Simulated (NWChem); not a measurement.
System: silicon dioxide molecule (SiO$_{2}$); SMILES O=[Si]=O

Here is an NWChem input.

```
start job
memory heap 200 mb stack 900 mb global 1100 mb
geometry units angstroms noautoz
  O      0.000000     0.000000    -1.505992
  Si     0.000000     0.000000     0.000000
  O      0.000000     0.000000     1.505992
end
basis spherical
  * library def2-svp
end
dft
  xc xwpbe 0.80 cpbe96 1.0 hfexch 1.00
  cam 0.2 cam_alpha 0.2 cam_beta 0.8
  iterations 150
  mulliken
end
task dft energy
```

Structure relaxed at the PBE0-D3(BJ)/def2-TZVP level.

Question: What results follow from this input? (LRC-wPBEh/def2-SVP.) Quantities: energy (Ha); highest occupied level (eV); orbital gap (eV).

Answer: 
- energy (Ha): -439.45
- highest occupied level (eV): -11.49
- orbital gap (eV): 10.14
